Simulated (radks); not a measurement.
Values are calculated unless marked as measured or tabulated.
Coulomb parameter of the 3d shell of neutral zinc in the model configuration [Ar] 3d8 4s2 4p2, as a second difference U = [E(n + 0.25) + E(n - 0.25) - 2 E(n)] / (0.25)^2 with all orbitals relaxed. "Bare": the charge of the atom changes with n. "Screened": the 4p shell takes up the change at fixed total charge, which measures U(3d,3d) + U(4p,4p) - 2 U(3d,4p). Level of theory: Dirac Kohn-Sham, PBE, spin-unpolarised, spherical densities, finite nucleus; open shells are shared between the two j in proportion to 2j + 1; Fermi nuclear charge, rms radius 3.9283 fm (a radial shooting solver on a logarithmic mesh with Libxc functionals).

[
 {"case": "start", "configuration": "[Ar] 3d8 4s2 4p2", "E - E(n) (eV)": "0.000"},
 {"case": "bare +0.25", "configuration": "[Ar] 3d8.25 4s2 4p2", "E - E(n) (eV)": "-6.193"},
 {"case": "bare -0.25", "configuration": "[Ar] 3d7.75 4s2 4p2", "E - E(n) (eV)": "7.223"},
 {"case": "screened +0.25", "configuration": "[Ar] 3d8.25 4s2 4p1.75", "E - E(n) (eV)": "-5.490"},
 {"case": "screened -0.25", "configuration": "[Ar] 3d7.75 4s2 4p2.25", "E - E(n) (eV)": "5.968"}
]

U(bare) = 16.481 eV, U(screened by 4p) = 7.654 eV, against the Slater integral F0(3d,3d) = 31.536 eV with frozen orbitals. The step up makes a negative ion, whose loosely bound charge lowers the bare value.
